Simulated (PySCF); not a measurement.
**Excitation energy of Ga by level of theory**

Ga [Ar] 3d10 4s2 4p1 (2P) → Ga [Ar] 3d10 4s2 5s1 (2S), as a difference of total energies. Calculation: PySCF 2.14, in aug-cc-pV5Z-PP with ECP10MDF (8s7p6d4f3g2h, 136 functions); scalar relativity through the core potential. Correlated levels: valence: 3s2 3p6 3d10 frozen. The calculations carry no spin-orbit coupling.

| method | excitation energy (eV) | error (eV) |
| --- | --- | --- |
| UHF | 2.824 | -0.181 |
| LDA | 2.943 | -0.062 |
| PBE | 2.876 | -0.129 |
| PBE0 | 2.946 | -0.059 |
| r2SCAN | 3.156 | +0.151 |
| PW91 | 2.910 | -0.095 |
| M06-L | 2.993 | -0.012 |
| BP86 | 2.955 | -0.050 |
| MP2 (valence) | 2.937 | -0.068 |
| SCS-MP2 (valence) | 2.940 | -0.065 |

Reference: 3.005 eV (measured; NIST levels, between the centres of gravity of the two terms).
